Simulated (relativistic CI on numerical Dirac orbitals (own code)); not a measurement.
**Energy levels of Mn¹³⁺**

These numbers are calculated, not measured: Dirac-Coulomb-Breit CI, separate exchange-only KLI orbitals for each configuration, QED by a radiative potential, unscaled Slater integrals (own radial code, finite nucleus).

Configuration list (outside the closed core [Ne]): 3s2, 3s 3p, 3p2, 3s 3d, 3d2, 3p 3d, 3p 4s, 3s 4s, 3d 4s, 3s 4p, 3s 4d, 3s 4f, 3s 5s, 3s 5p, 3s 5d, 4s2, 3s 5f, 3s 5g, 3s 6s, 3s 6p, 3s 6d. Levels of other configurations are missing.

```
No.  Configuration  Term  J  E (cm⁻¹)    %  Landé g  Lifetime (s)
  1            3s2    1S  0         0   97                       
  2          3s 3p   3P°  0    217311  100                       
  3          3s 3p   3P°  1    222157   99    1.498      3.78e-08
  4          3s 3p   3P°  2    233519  100    1.500      4.51e-02
  5          3s 3p   1P°  1    332461   97    1.002      4.80e-11
  6            3p2    3P  0    519600   97               5.97e-11
  7            3p2    1D  2    520971   69    1.069      2.65e-10
  8            3p2    3P  1    527314  100    1.500      5.68e-11
  9            3p2    3P  2    540823   86    1.430      6.07e-11
 10            3p2    1S  0    619625   93               5.47e-11
 11          3s 3d    3D  1    636504  100    0.498      4.35e-11
 12          3s 3d    3D  2    637256  100    1.166      4.49e-11
 13          3s 3d    3D  3    638433  100    1.333      4.73e-11
 14          3s 3d    1D  2    723906   79    0.999      2.45e-11
 15          3p 3d   3F°  2    867286   89    0.702      1.86e-10
 16          3p 3d   3F°  3    875133   99    1.084      2.18e-10
 17          3p 3d   3F°  4    884237  100    1.250      2.04e-10
 18          3p 3d   1D°  2    885272   87    0.976      5.71e-11
 19          3p 3d   3P°  2    922087   56    1.350      3.14e-11
 20          3p 3d   3D°  1    922373   72    0.772      2.71e-11
 21          3p 3d   3D°  3    931878   99    1.330      2.56e-11
 22          3p 3d   3P°  0    932339  100               3.32e-11
 23          3p 3d   3P°  1    932751   73    1.228      3.05e-11
 24          3p 3d   3D°  2    933111   58    1.303      2.82e-11
 25          3p 3d   1F°  3   1001815   99    1.001      2.41e-11
 26          3p 3d   1P°  1   1018232   96    0.998      2.55e-11
 27            3d2    3F  2   1282728  100    0.666      2.60e-11
 28            3d2    3F  3   1283932  100    1.083      2.68e-11
 29            3d2    3F  4   1285431  100    1.250      2.79e-11
 30            3d2    1D  2   1316442   57    1.208      2.14e-11
```

Energies count from the lowest computed level; ° marks odd parity; lifetimes are radiative, by E1, M1, E2, M2 decay to levels of this space only; some are left blank where a channel outside the calculation adds to the decay or the decay crosses a small, uncertain gap.

The mean weight of the leading LS term, summed over parents, in these 30 levels is 90 %, and that of the leading jj configuration (from the same eigenvectors) 78 %, so LS coupling describes them better.

At this charge energies of transitions that change n are usually good to better than 1 %, and those within a shell (Δn = 0) to a few per cent.

LS names give the leading component of a level, which can be under half, so a name can repeat, a term be missing and a line seem to break the LS rules.
